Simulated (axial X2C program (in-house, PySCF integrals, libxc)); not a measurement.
# Nuclear properties of AlRe

Computed with an axial X2C code built on PySCF integrals: two-component X2C with atomic mean-field Coulomb and Gaunt terms, Gaussian nuclei, basis Re dyall-cv3z, Al dyall-v3z with contracted cores.

R = 2.528 Å (near the PBE0 minimum at charge 0 of the determinant lowest at the starting distance; the state shown can have its own minimum elsewhere).

Determinant lowest in the PBE0 search, Ω = 3 (⟨Sz⟩ = 1.95, ⟨Lz⟩ = 1.05 at PBE0), spin on the atoms Re 2.15, Al -0.20:

```
level  Eeff magnitude (GV/cm)  Ws magnitude Re (kHz)  A∥/gI Re (MHz)  qzz Re (a.u.)  A∥/gI Al (MHz)  qzz Al (a.u.)  μ (D)
 PBE0                    23.3                   7.97             791          -2.55            19.8          -0.76  -0.84
   HF                    58.4                   20.1            1040          -5.64            8.97          -0.75  -1.70
TPSSh                    21.3                   7.19             849          -2.81            16.3          -0.77  -0.95
B3LYP                    9.22                   2.94             503          -2.19            14.4          -0.74  -0.09
 BP86                    10.9                   3.51             742          -2.83            15.8          -0.72  -0.24
```

Eeff is the effective electric field on the electron electric dipole moment in this Ω state and Ws the scalar–pseudoscalar constant of the nucleus named (defined with the proton number Z and per Ω); A∥ (defined per Ω) follows by multiplying with gI = μI/(I μN); qzz is the electric field gradient, eQq0 = 234.96 MHz × Q/barn × qzz; μ is positive if the Al end (last atom) is positive. The operators were transformed with the bare-nucleus X2C matrices; with these basis sets, hyperfine constants and field gradients can be off by tens of per cent, and where levels differ in sign neither size nor sign is settled.

(1) With Q(27Al) = 0.1466 barn (Q from Pyykkö, Mol. Phys. 2018), turn the PBE0 values of the first state into constants in MHz.

Each state is one determinant with collinear spin, which with several unpaired electrons need not be a pure state. Unrestricted Hartree–Fock can overshoot spin polarisation at the nuclei. With several open shells hyperfine constants can be off by a factor of several. Where Eeff spreads by more than a factor of two the levels disagree and none is to be relied on. Open-shell Ω = 0 determinants with evenly filled partner blocks cannot be reached by this program, so the Ω shown need not be the lowest component. States lie within half an eV, so the first need not be the ground state. Further determinants of the search, some of them spin-mixed, are not shown. Where a field gradient or hyperfine factor spreads by more than a factor of two over the levels, a constant derived from it is not to be relied on.

## Answers

(1) eQq0(27Al) = 234.96 × (0.1466) × (-0.76) = -26.2 MHz.
